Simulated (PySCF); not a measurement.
Germanium: highly charged ions in a basis for the neutral atom

Ge⁷⁺ [Ar] 3d7, Ge⁸⁺ [Ar] 3d6. Calculation: PySCF 2.14, in jorge-DZP-DKH (8s6p2d1f, 43 functions); the spin-free X2C one-electron Hamiltonian (Gaussian nucleus). No spin-orbit coupling, so a gap to NIST mixes the basis error with missing relativistic terms.

Changed run: basis of the neutral atom used for a highly charged ion. This setting is unsound on purpose.

```json
{"species": "Ge⁷⁺", "method": "UHF", "sound run (hartree)": "not run", "changed run (hartree)": "-2080.50967", "converged": "yes"}
{"species": "Ge⁷⁺", "method": "M06-2X", "sound run (hartree)": "not run", "changed run (hartree)": "-2081.87958", "converged": "yes"}
{"species": "Ge⁷⁺", "method": "TPSS", "sound run (hartree)": "not run", "changed run (hartree)": "-2081.76506", "converged": "yes"}
{"species": "Ge⁸⁺", "method": "UHF", "sound run (hartree)": "not run", "changed run (hartree)": "-2073.97077", "converged": "yes"}
{"species": "Ge⁸⁺", "method": "M06-2X", "sound run (hartree)": "not run", "changed run (hartree)": "-2075.28832", "converged": "yes"}
{"species": "Ge⁸⁺", "method": "TPSS", "sound run (hartree)": "not run", "changed run (hartree)": "-2075.14428", "converged": "yes"}
```

Ionisation energy of Ge⁷⁺:

| method | changed run (eV) | NIST (eV) |
| --- | --- | --- |
| UHF | 177.93 | 176.4 ± 1.7 |
| M06-2X | 179.36 | 176.4 ± 1.7 |
| TPSS | 180.16 | 176.4 ± 1.7 |

The contracted functions were made for the neutral atom and can be too rigid for a highly charged ion.
